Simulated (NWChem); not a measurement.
Species: CH$_{6}$OSSi; SMILES S[SiH2]OC

```xyz
10

Si    -1.0521     0.0106     0.1235
S      0.0955     1.7993     0.4521
O     -0.2073    -1.3806     0.4369
C      0.9933    -1.7520    -0.1819
H     -2.1733     0.0286     1.0929
H     -1.5188     0.0287    -1.2962
H      0.5746     1.8570    -0.8091
H      1.7785    -0.9869    -0.0427
H      1.3471    -2.6911     0.2691
H      0.8641    -1.9227    -1.2671
```
Atoms are numbered in this order, from 1.

All runs: NWChem. Pople sets run with spherical d functions. Geometry: optimised at PBE0/def2-SVP. Level: M06-2X/6-31G* with SMD (1 M gas to 1 M solution), gas-phase geometry. Reactions with the solvent are ignored.

Order these by “dipole in solution (D)”, lowest first: ethylene glycol; dimethyl sulfoxide; n-hexane; chlorobenzene.

n-hexane (2.37), chlorobenzene (2.61), dimethyl sulfoxide (2.74), ethylene glycol (2.79)
